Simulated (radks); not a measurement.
Question: These are the eigenvalues of the occupied orbitals of an atom or ion with whole-number occupations (eV). All-electron calculation, scalar-relativistic Kohn-Sham, PBE, spin-unpolarised, spherical densities, point nucleus. Program: a radial shooting solver on a logarithmic mesh with Libxc functionals.

1s: -40406.36
2s: -6582.277
2p: -5908.937
3s: -1522.546
3p: -1308.404
3d: -1004.347
4s: -411.1458
4p: -340.6623
4d: -238.8917
5s: -152.3785
5p: -130.4446

Which element is it, and in what charge state? The configuration may be excited.

Answer: Z = 58, cerium, charge +9: Ce9+ in [Kr] 4d10 5s2 5p1. The list shows which subshells hold electrons but not how many an open one holds; the 1s level, -1484.9 hartree, gives Z - s = 54.5 by -(Z - s)^2/2, which with screening and relativity narrows Z to a few neighbours, and the depths of the outer levels then fix element, charge and occupations together.
